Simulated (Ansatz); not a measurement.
`[CH3][Cr](=[O])(=[O])[Cl]`. Total charge 0; spin multiplicity 1. Correlated methods include outer-core shells of Cr, which these sets cover unevenly. Scalar relativity is left out up to krypton.

Z-matrix (Å, degrees):
```
C
Cr 1 1.968
H 1 1.091 2 105.7
H 1 1.091 2 105.8 3 -119.5
H 1 1.089 2 109.4 3 120.2
O 2 1.542 1 103.9 3 -178.5
O 2 1.542 1 103.9 3 -62.1
Cl 2 2.110 1 108.9 3 59.7
```

Problem. Give the diagnostics of a CCSD(T)/def2-TZVPP run (frozen core, the Gaussian-basis code of Ansatz). (Best estimate.)

Solution. Computed: T1 = 0.0396, largest single amplitude 0.122, largest double 0.058, (T) share of the correlation energy 7.5 %, 17 CCSD cycles. The RHF solution is unstable towards an unrestricted one. T1 lies over the customary mark of 0.02 for closed shells; compounds of d metals often pass it without a breakdown.
